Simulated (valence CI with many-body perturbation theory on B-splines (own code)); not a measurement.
**In XLIII: electric-dipole lines**

Calculated by relativistic CI+MBPT: five valence electrons over a frozen Dirac-Fock core [He], a basis of 9 s, 9 p, 8 d, 6 f, 3 g, 1 h functions for each j, with the one-electron correlation potential Σ1, the two-electron term Σ2, the three-electron term Σ3, Breit, model QED; selected CI, second order for the rest (own B-spline code, finite nucleus).

The last digits are not significant, and no measured levels were compared; by estimate large intervals hold to a few tenths of a per cent, small ones and those within an open d or f shell to about a per cent. Among the levels kept, up to 1400 cm⁻¹ of a level comes from second order outside the variational space, and about a tenth of that is noise between levels of different J, which matters for small intervals.

Lines 51 to 100 of 250 in falling wavelength, among levels below 34749 × 10³ cm⁻¹, chosen from the strongest by gf and those to the six lowest levels. Wavelengths and rates use the calculated energies. Electric multipoles are in the length gauge, E1 and E2 with the static RPA response of the core. Weak lines are less certain than strong ones. Lines between different terms over intervals too small for the method are left out, as are lines whose strength nearly cancels. The highest levels of a list are the least certain.

Levels are named by their leading jj configuration (3d3/2^4 stands for four electrons in 3d with j = 3/2), which in mixed levels can hold well under half, so a name can repeat and another be missing. Letters in brackets count levels of one name in rising energy.

```tsv
λ vac (Å)	Upper	Lower	A (s⁻¹)	S (a.u.)
98.09	(2s 2p1/2^2 2p3/2 3d3/2) J=7/2	(2s^2 2p1/2 2p3/2 3d5/2) J=5/2 [b]	9.71e+09	3.62e-02
97.83	(2s 2p1/2^2 2p3/2 3d3/2) J=1/2	(2s 2p1/2^2 2p3/2 3p1/2) J=3/2 [a]	2.91e+10	2.69e-02
97.07	(2s^2 2p1/2 2p3/2 3d3/2) J=5/2 [a]	(2s^2 2p1/2 2p3/2 3p1/2) J=3/2 [a]	2.91e+10	7.89e-02
96.84	(2s^2 2p1/2 2p3/2 3d3/2) J=7/2	(2s^2 2p1/2 2p3/2 3p1/2) J=5/2	2.71e+10	9.72e-02
96.45	(2s 2p1/2^2 2p3/2 3p3/2) J=3/2 [b]	(2s 2p1/2^2 2p3/2 3s) J=3/2 [b]	2.58e+10	4.58e-02
95.64	(2s^2 2p1/2^2 3d3/2) J=3/2	(2s^2 2p1/2^2 3p1/2) J=1/2	3.78e+10	6.52e-02
95.50	(2s^2 2p1/2^2 3p3/2) J=3/2	(2s^2 2p1/2^2 3s) J=1/2	5.69e+10	9.78e-02
94.95	(2s^2 2p3/2^2 3p3/2) J=7/2	(2s^2 2p1/2 2p3/2 3d5/2) J=5/2 [b]	8.74e+09	2.96e-02
94.62	(2s^2 2p1/2 2p3/2 3d3/2) J=3/2 [a]	(2s^2 2p1/2 2p3/2 3p1/2) J=1/2	2.08e+10	3.48e-02
94.35	(2s^2 2p1/2 2p3/2 3d5/2) J=7/2 [a]	(2s^2 2p1/2 2p3/2 3p1/2) J=5/2	7.74e+09	2.57e-02
94.25	(2s 2p1/2^2 2p3/2 3p3/2) J=3/2 [b]	(2s 2p1/2^2 2p3/2 3s) J=1/2	3.53e+10	5.84e-02
94.01	(2s^2 2p1/2 2p3/2 3p3/2) J=3/2 [a]	(2s^2 2p1/2 2p3/2 3s) J=3/2 [a]	1.24e+10	2.03e-02
93.31	(2s^2 2p1/2 2p3/2 3p3/2) J=5/2 [b]	(2s^2 2p1/2 2p3/2 3s) J=3/2 [b]	2.97e+10	7.15e-02
92.42	(2s^2 2p1/2 2p3/2 3d3/2) J=5/2 [b]	(2s^2 2p1/2 2p3/2 3p1/2) J=5/2	8.69e+09	2.03e-02
92.37	(2s^2 2p1/2 2p3/2 3d3/2) J=1/2 [a]	(2s^2 2p1/2 2p3/2 3p1/2) J=1/2	3.49e+10	2.72e-02
91.74	(2s 2p1/2^2 2p3/2 3p3/2) J=1/2 [b]	(2s 2p1/2^2 2p3/2 3s) J=1/2	5.89e+10	4.49e-02
91.32	(2s 2p1/2^2 2p3/2 3p3/2) J=7/2	(2s^2 2p1/2 2p3/2 3p3/2) J=5/2 [b]	7.40e+09	2.23e-02
91.18	(2s^2 2p1/2 2p3/2 3p3/2) J=5/2 [b]	(2s^2 2p1/2 2p3/2 3s) J=5/2	1.74e+10	3.91e-02
90.58	(2s 2p1/2^2 2p3/2 3p1/2) J=5/2	(2s^2 2p1/2 2p3/2 3p1/2) J=3/2 [b]	1.11e+10	2.44e-02
90.14	(2s 2p1/2^2 2p3/2 3p3/2) J=5/2 [a]	(2s 2p1/2^2 2p3/2 3s) J=5/2	3.05e+10	6.61e-02
86.53	(2s^2 2p1/2 2p3/2 3p3/2) J=3/2 [b]	(2s^2 2p1/2 2p3/2 3s) J=3/2 [a]	1.32e+10	1.69e-02
85.09	(2s^2 2p1/2 2p3/2 3p3/2) J=1/2 [b]	(2s^2 2p1/2 2p3/2 3s) J=3/2 [b]	6.04e+10	3.67e-02
82.10	(2s 2p1/2^2 2p3/2 3s) J=5/2	(2s^2 2p1/2 2p3/2 3s) J=5/2	1.75e+10	2.87e-02
74.06	(2s 2p1/2^2 2p3/2 3s) J=5/2	(2s^2 2p1/2 2p3/2 3s) J=3/2 [a]	1.56e+10	1.87e-02
71.98	(2s 2p1/2^2 2p3/2^2) J=5/2	(2s^2 2p1/2 2p3/2^2) J=5/2	6.23e+09	6.88e-03
65.00	(2s 2p1/2^2 2p3/2^2) J=5/2	(2s^2 2p1/2 2p3/2^2) J=3/2	1.40e+10	1.14e-02
60.44	(2s 2p1/2^2 2p3/2^2) J=1/2	(2s^2 2p1/2 2p3/2^2) J=1/2	2.52e+10	5.48e-03
60.01	(2s 2p1/2^2 2p3/2^2) J=3/2	(2s^2 2p1/2 2p3/2^2) J=1/2	1.61e+08	6.86e-05
58.69	(2p1/2^2 2p3/2^3) J=3/2	(2s 2p1/2 2p3/2^3) J=3/2 [b]	3.31e+10	1.32e-02
53.13	(2s 2p1/2^2 2p3/2^2) J=3/2	(2s^2 2p1/2 2p3/2^2) J=5/2	2.49e+10	7.38e-03
49.52	(2s 2p1/2^2 2p3/2^2) J=1/2	(2s^2 2p1/2 2p3/2^2) J=3/2	8.66e+08	1.04e-04
49.23	(2s 2p1/2^2 2p3/2^2) J=3/2	(2s^2 2p1/2 2p3/2^2) J=3/2	9.55e+09	2.25e-03
48.87	(2p1/2^2 2p3/2^3) J=3/2	(2s 2p1/2 2p3/2^3) J=5/2	8.75e+10	2.02e-02
33.91	(2s 2p1/2 2p3/2^2 3s) J=5/2	(2s^2 2p1/2 2p3/2 3s) J=3/2 [a]	8.58e+10	9.90e-03
33.53	(2s 2p1/2 2p3/2^3) J=3/2 [a]	(2s^2 2p1/2 2p3/2^2) J=1/2	3.46e+09	2.58e-04
31.35	(2s 2p1/2^2 2p3/2^2) J=5/2	(2s^2 2p1/2^2 2p3/2) J=3/2	9.53e+10	8.69e-03
31.27	(2s 2p1/2 2p3/2^3) J=3/2 [a]	(2s^2 2p1/2 2p3/2^2) J=5/2	1.49e+10	8.97e-04
29.87	(2s 2p1/2 2p3/2^3) J=3/2 [a]	(2s^2 2p1/2 2p3/2^2) J=3/2	3.54e+11	1.86e-02
29.12	(2s 2p1/2 2p3/2^3) J=5/2	(2s^2 2p1/2 2p3/2^2) J=5/2	3.48e+11	2.54e-02
28.98	(2s 2p1/2^2 2p3/2 3p3/2) J=5/2 [b]	(2s^2 2p1/2^2 3p3/2) J=3/2	3.76e+11	2.71e-02
28.85	(2s 2p1/2 2p3/2^3) J=1/2	(2s^2 2p1/2 2p3/2^2) J=1/2	2.67e+11	6.32e-03
28.65	(2s 2p1/2^2 2p3/2 3p1/2) J=1/2	(2s^2 2p1/2^2 3p1/2) J=1/2	3.93e+11	9.12e-03
28.55	(2s 2p1/2^2 2p3/2 3p1/2) J=3/2 [b]	(2s^2 2p1/2^2 3p1/2) J=1/2	3.99e+11	1.83e-02
28.54	(2p1/2 2p3/2^4) J=1/2	(2s 2p1/2 2p3/2^3) J=3/2 [b]	9.51e+11	2.18e-02
28.53	(2s 2p1/2^2 2p3/2 3s) J=1/2	(2s^2 2p1/2^2 3s) J=1/2	4.16e+11	9.53e-03
28.41	(2s 2p1/2^2 2p3/2 3p3/2) J=3/2 [b]	(2s^2 2p1/2^2 3p3/2) J=3/2	4.06e+11	1.84e-02
28.33	(2s 2p1/2^2 2p3/2 3s) J=3/2 [b]	(2s^2 2p1/2^2 3s) J=1/2	3.94e+11	1.77e-02
28.18	(2s 2p1/2^2 2p3/2 3p3/2) J=1/2 [b]	(2s^2 2p1/2^2 3p3/2) J=3/2	4.23e+11	9.34e-03
28.08	(2s 2p1/2 2p3/2^3) J=3/2 [b]	(2s^2 2p1/2 2p3/2^2) J=1/2	1.92e+11	8.38e-03
27.91	(2s 2p1/2 2p3/2^3) J=5/2	(2s^2 2p1/2 2p3/2^2) J=3/2	1.57e+10	1.01e-03
```
